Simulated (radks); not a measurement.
Results of a calculation; reference values are marked as such.
Q: Numerical settings for neutral lead, [Hg] 6p2. Level of theory: Dirac Kohn-Sham, BLYP, spin-unpolarised, spherical densities, finite nucleus; open shells fill j = l - 1/2 first; Fermi nuclear charge, rms radius 5.5012 fm (a radial shooting solver on a logarithmic mesh with Libxc functionals). The defaults (mesh step 0.008 in ln r, mesh end at 40 bohr or more with all orbitals vanishing there, Anderson mixing 0.5 over 9 steps, residual threshold near 1e-9 with the energy settled to 1e-9 hartree or 1e-11 of itself, here a cap of 56 iterations) give E = -20923.793 hartree and 6p1/2 at -3.926 eV in 15 iterations. Run on one thread of a shared host, so times are rough (Arm Neoverse V2): 0.17 s of CPU time, 0.17 s wall, 15 iterations on 2440 mesh points. One setting is changed at a time: mesh step in ln r 0.03; mesh step in ln r 0.005; mesh step in ln r 0.08; mesh end (bohr) 2; mesh end (bohr) 20; residual threshold 0.001; residual threshold 1e-05; mixing 0.2; linear mixing, mixing 0.5; linear mixing, mixing 0.05; mixing history 3; iteration cap 8. Which runs fail to converge, and which converge to a wrong energy?

A: Not converged within the cap: mesh step in ln r 0.08; mesh end (bohr) 2; linear mixing, mixing 0.05; iteration cap 8. No run marked as converged misses the energy by more than 1 mhartree.
